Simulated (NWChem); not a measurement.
# C3H5ClSi; SMILES C=C=C[SiH2]Cl

```xyz
10

C     -0.2133    -3.2328    -0.4737
C     -0.2773    -2.0764     0.1319
C     -0.3185    -0.9040     0.7185
Si     0.7246     0.5073     0.1001
Cl    -0.4755     2.0593    -0.6174
H      0.5110    -3.9885    -0.1786
H     -0.8875    -3.4806    -1.2904
H     -0.9659    -0.7620     1.5861
H      1.5846     0.0420    -1.0110
H      1.5390     1.0908     1.1940
```
Atoms are numbered in this order, from 1.

Program: NWChem. Geometry: optimised at B3LYP/6-31G* (spherical d). Level: PBE0/def2-SVP with SMD (1 M gas to 1 M solution), gas-phase geometry. Reactions with the solvent are ignored.

```json
[
 {"solvent": "water", "dielectric constant": "78.4", "solvation free energy (kcal/mol)": "1.1", "cavity-dispersion-structure term (kcal/mol)": "4.2", "dipole in solution (D)": "2.61"},
 {"solvent": "ethanol", "dielectric constant": "24.9", "solvation free energy (kcal/mol)": "-3.0", "cavity-dispersion-structure term (kcal/mol)": "[?]", "dipole in solution (D)": "2.59"},
 {"solvent": "cyclohexane", "dielectric constant": "2.02", "solvation free energy (kcal/mol)": "-2.8", "cavity-dispersion-structure term (kcal/mol)": "-1.3", "dipole in solution (D)": "2.33"},
 {"solvent": "acetone", "dielectric constant": "20.5", "solvation free energy (kcal/mol)": "-3.5", "cavity-dispersion-structure term (kcal/mol)": "-0.5", "dipole in solution (D)": "2.59"},
 {"solvent": "ethyl acetate", "dielectric constant": "5.99", "solvation free energy (kcal/mol)": "-3.3", "cavity-dispersion-structure term (kcal/mol)": "-0.7", "dipole in solution (D)": "2.52"},
 {"solvent": "N,N-dimethylformamide", "dielectric constant": "37.2", "solvation free energy (kcal/mol)": "-2.6", "cavity-dispersion-structure term (kcal/mol)": "0.5", "dipole in solution (D)": "2.60"}
]
```

Some entries are withheld; supply them.


- ethanol, cavity-dispersion-structure term (kcal/mol): 0.0
